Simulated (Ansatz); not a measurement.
Cartesian coordinates in Å:
```
C 1.815 0.580 0.629
In -0.025 -0.172 -0.186
C -2.113 0.099 0.180
O 0.213 -1.464 -1.704
H 2.624 -0.126 0.438
H 1.729 0.747 1.703
H 2.063 1.530 0.152
H -2.672 -0.574 -0.470
H -2.407 1.129 -0.031
H -2.356 -0.117 1.221
H 1.129 -1.633 -1.932
```

Total charge 0; spin multiplicity 1. In: def2 effective core potential.

List the ωB97M-V/def2-TZVPP orbital energies in eV (Ansatz 0.2.0). (An estimate is asked.)

The calculation gave: Occupied: -524.68, -281.17, -281.06, -130.67, -87.18, -86.85, -86.81, -28.75, -23.87, -23.52, -23.50, -23.49, -23.33, -21.49, -21.39, -14.85, -13.68, -13.68, -13.51, -13.48, -12.64, -10.34, -10.29, -9.62. Lowest empty: 0.64, 1.26, 1.39, 1.83, 2.81, 4.05, 4.30, 4.63.
